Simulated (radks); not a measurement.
Results of a calculation; reference values are marked as such.
Initial-state core-level shifts of the technetium ion Tc2+ when its valence configuration changes from [Kr] 4d5. Code: a radial shooting solver on a logarithmic mesh with Libxc functionals. Model: scalar-relativistic Kohn-Sham, r2SCAN, spin-polarised, spherical densities, finite nucleus; open shells are filled with parallel spins first (spin-orbit coupling, left out, can overturn this in heavy ions); meta-GGA in the generalised Kohn-Sham scheme; Fermi nuclear charge, rms radius 4.4112 fm. Shifts are changes of the shell-averaged eigenvalues in eV (positive: less bound); the change of the density at the nucleus, which sets a Mossbauer isomer shift, is in e/bohr^3, on a base of 1.022e+05.

| valence | 1s | 3s | 3d | 4p | density at nucleus |
|---|---|---|---|---|---|
| 4d4 5s1 | -4.930 | -5.112 | -5.139 | -4.279 | +26.88 |
| 4d4 5p1 | -6.118 | -6.285 | -6.310 | -5.442 | +3.66 |
| 4d4.5 5p0.5 | -3.048 | -3.131 | -3.143 | -2.737 | +1.74 |
| 4d3 5s2 | -10.274 | -10.597 | -10.653 | -8.779 | +53.36 |
